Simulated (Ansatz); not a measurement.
Isolated molecules relaxed with PBE0-D4/def2-TZVP in Ansatz; ΔE leaves out vibrations. CCSD(T)/CBS is the MP2 limit (def2-TZVPP, def2-QZVPP) plus CCSD(T) − MP2 in def2-TZVPP, frozen cores. This one scheme is used for every species. DFT in def2-TZVPP. B3LYP here is the variant with VWN-RPA as its local correlation; programs differ in this. Triplets are unrestricted, without spin–orbit coupling. Each species was taken in one conformer, which may not be the lowest.

`Cc1ccccc1C(=O)O` → `[CH2]` (triplet) + `O=C(O)c1ccccc1`  (formal loss of a carbene)

(1) Is it downhill or uphill in electronic energy at CCSD(T)/CBS, and by how much? (Best estimate.)

(2) What do these levels give: PBE-D4, BLYP-D4, B3LYP-D4, r2SCAN0-D4, CAM-B3LYP-D4, ωB97M-V, B2PLYP, revPBE, CCSD(T)/def2-TZVPP, SCS-MP2/def2-QZVPP, MP2/CBS(def2), CCSD/CBS(def2)? (An estimate is asked.)

Largest T1 diagnostic among the species: 0.014.

## Answers

(1) The calculation gave: Uphill: ΔE = +434.8 kJ/mol.

(2) Computed: PBE-D4 442.6, BLYP-D4 427.5, B3LYP-D4 426.8, r2SCAN0-D4 408.4, CAM-B3LYP-D4 431.1, ωB97M-V 436.8, B2PLYP 422.4, revPBE 403.7, CCSD(T)/def2-TZVPP 423.8, SCS-MP2/def2-QZVPP 443.9, MP2/CBS(def2) 450.0, CCSD/CBS(def2) 421.3 kJ/mol.

Leaving LDA and LC-ωPBE aside and taking each functional with its dispersion term where it has one, the values, not all of them listed here, spread over 36.0 kJ/mol, from r2SCAN0-D4 to ωB97X-V. LDA lies +81.9 kJ/mol from PBE without D4. From PBE to PBE0 (25 % exact exchange), in def2-TZVPP and without D4, ΔE moves by −8.3 kJ/mol. In def2-TZVPP, CCSD(T) changes the Hartree–Fock value by +147.4 kJ/mol (the triples alone add +13.5 kJ/mol) and MP2 by +162.6 kJ/mol.
